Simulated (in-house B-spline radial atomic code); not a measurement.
Configurations of Tm⁵⁺, with energies counted from [Kr] 4d10 4f11 5s2 5p5. Level of theory: scalar-relativistic (X2C) LC-wPBE, spin-polarised, spherical fractional occupations, exact exchange averaged over the configuration, Fermi nucleus of rms radius 5.2256 fm; calculated with an all-electron radial atomic-structure program (B-spline basis). Shells without spins written out take the highest spin.

Occupations are held fixed; configurations that lie above the ionisation limit could autoionise.

```csv
configuration,E - E(ref) (eV),highest orbital,its <r> (bohr)
[Xe] 4f10,-13.413,4f down,0.6868
[Kr] 4d10 4f12 5s2 5p4,16.379,4f down,0.722
[Kr] 4d10 4f10 5s2 5p5 6s1,31.979,6s up,2.442
[Kr] 4d10 4f10 5s2 5p5 6f1,63.346,6f up,4.99
[Kr] 4d10 4f11 5s2 5p4 6d1,63.365,6d up,3.552
[Kr] 4d9 4f11 5s2 5p5 5f1,223.69,5f up,2.786
```

(1) Order these further configurations by energy, lowest first.
A. [Kr] 4d9 4f11 5s2 5p6
B. [Kr] 4d9 4f11 5s2 5p5 6d1
C. [Kr] 4d10 4f11 5s2 5p4 6f1
D. [Kr] 4d9 4f11 5s2 5p5 6p1
E. [Kr] 4d9 4f12 5s2 5p5

(2) How far above the reference does [Kr] 4d9 4f11 5s2 5p5 5d1 lie?

(3) Is the reference the lowest configuration at this level of theory?

Answers

(1) C (74.44 eV), A (158.01 eV), E (170.74 eV), D (212.6 eV), B (223.95 eV).

(2) 193.67 eV; its least bound orbital is 5d up with <r> = 1.666 bohr.

(3) No: [Xe] 4f10 lies 13.41 eV lower with this functional.
